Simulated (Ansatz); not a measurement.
This geometry of AsBH3 (5 atoms, charge 0, multiplicity 2) is a first-order saddle point.

Theory: UKS BHLYP-D4/def2-TZVP (Ansatz).

```xyz
5
Properties=species:S:1:pos:R:3
B 0.293 -1.146 0.572
As -0.313 0.370 -0.303
H 1.280 -1.349 1.175
H -1.601 0.425 -1.019
H 0.341 1.699 -0.425
```

Which two structures does it join? (They come from a converged band through this point; their orientation in space is the band's.)

No bond is made or broken. The height of As2 over the plane of its neighbours goes from 0.78 to -0.78 Å. The two ends are copies of one structure, up to a mirror image or an exchange of like atoms.

Initial state:

```xyz
5
Properties=species:S:1:pos:R:3
B 0.260 -1.052 0.513
As -0.122 0.299 -0.869
H 1.212 -1.240 1.183
H -1.609 0.432 -0.692
H 0.259 1.561 -0.136
```

Final state:

```xyz
5
Properties=species:S:1:pos:R:3
B 0.275 -1.063 0.482
As -0.672 0.628 0.127
H 1.294 -1.283 1.035
H -1.344 0.275 -1.171
H 0.448 1.444 -0.472
```

How far does it lie above each of them?

0.44 eV above the first and 0.44 eV above the second. This is the barrier of this one path; another mechanism may lie lower.

The run took 90 s on 2 threads of Arm Neoverse V2 (shared host), peak memory 0.21 GiB.
